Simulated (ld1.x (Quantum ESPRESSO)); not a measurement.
mercury TM: all-electron and pseudo phase curves

```
Element                 : Hg
Generator               : ld1.x (Quantum ESPRESSO) 7.5
Type                    : norm-conserving Troullier–Martins (Kleinman–Bylander form)
Functional              : PBE
Relativity              : scalar-relativistic
Frozen core             : [Xe] 4f14 5d10
Valence charge          : 2
Reference configuration : 6s1 6p0 (charge +1)
Partial waves           : 6s (bound): rc 1.98 bohr; 6p (bound, empty): rc 2.05 bohr
Local potential         : the p channel
Core correction         : Bessel-smoothed model core inside 1.70 bohr
```

The phase is arctan(r·u′/u) with u = r·R(r), unwrapped; energies in Ry, scanned from -3 to 5 Ry. A pole is an energy at which the radial function vanishes at the test radius. The pseudo phase is shifted by a multiple of π to meet the all-electron one at the reference energy, and phase errors are pseudo minus all-electron; the curves can meet again beyond the range given. Levels narrower than the energy grid can be missing from the lists of poles.

Problem. For each channel, where are the poles, and over which energies does the pseudopotential scatter like the atom?

Solution.

| channel | radius (bohr) | reference energy (Ry) | poles, all-electron | poles, pseudo | unbroken range about the reference energy with phases within 0.05 rad | phase error 1 Ry above the reference energy (rad) |
| --- | --- | --- | --- | --- | --- | --- |
| s | 2.25 | -1.08 | 2.23 | 2.42 | the whole range | +0.006 |
| p | 2.25 | -0.55 | 4.55 | 1.93 | below 0.1 | -0.155 |

Note: ghost state, extra bound levels that the all-electron valence spectrum of the same l lacks: s at -78.5 eV. A true bound ghost makes a file unfit for plane-wave use.

Phases in the s channel:

```csv
E (Ry),all-electron,pseudo
-3.00,1.153,1.162
-2.76,1.111,1.119
-2.52,1.056,1.064
-2.28,0.983,0.990
-2.04,0.881,0.888
-1.80,0.734,0.739
-1.56,0.514,0.517
-1.32,0.192,0.193
-1.08,-0.212,-0.212
-0.84,-0.593,-0.591
-0.60,-0.873,-0.869
-0.36,-1.060,-1.056
-0.12,-1.188,-1.182
0.12,-1.277,-1.270
0.36,-1.343,-1.336
0.60,-1.394,-1.386
0.84,-1.434,-1.425
1.08,-1.467,-1.458
1.32,-1.494,-1.485
1.56,-1.518,-1.508
1.80,-1.539,-1.528
2.04,-1.557,-1.546
2.28,-1.574,-1.562
2.52,-1.589,-1.577
2.76,-1.604,-1.590
3.00,-1.618,-1.603
3.24,-1.631,-1.616
3.48,-1.645,-1.628
3.72,-1.658,-1.640
3.96,-1.671,-1.652
4.20,-1.685,-1.664
4.44,-1.699,-1.676
4.68,-1.715,-1.689
4.92,-1.731,-1.703
```
